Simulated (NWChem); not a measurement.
Species: C2H3B; SMILES BC#C

```xyz
6

B      0.0000     0.0000    -1.4013
C      0.0000     0.0000     0.1071
C      0.0000     0.0000     1.3282
H      0.0000     0.0000     2.4041
H      0.0000     1.0453    -2.0047
H      0.0000    -1.0453    -2.0047
```
Atoms are numbered in this order, from 1.

Program: NWChem. Pople sets run with spherical d functions. Geometry: optimised at PBE0/def2-SVP. Ions are spin-unrestricted doublets at the neutral geometry; other ion states weren't tried.

```tsv
level	vertical ionisation energy, ΔSCF (eV)	−ε(HOMO) (eV)	ΔSCF minus −ε(HOMO) (eV)
B3LYP/6-31+G*	10.44	7.79	2.65
PBE/6-31+G*	10.30	6.82	3.48
Hartree-Fock/6-31+G*	9.32	10.75	-1.43
M06-2X/6-31+G*	(withheld)	(withheld)	(withheld)
LDA (Slater exchange, VWN5)/6-31+G*	10.46	6.93	3.53
```

**Question.** Complete the blanks.

**Answer.** 
- M06-2X/6-31+G*, vertical ionisation energy, ΔSCF (eV): 10.61
- M06-2X/6-31+G*, −ε(HOMO) (eV): 9.23
- M06-2X/6-31+G*, ΔSCF minus −ε(HOMO) (eV): 1.38
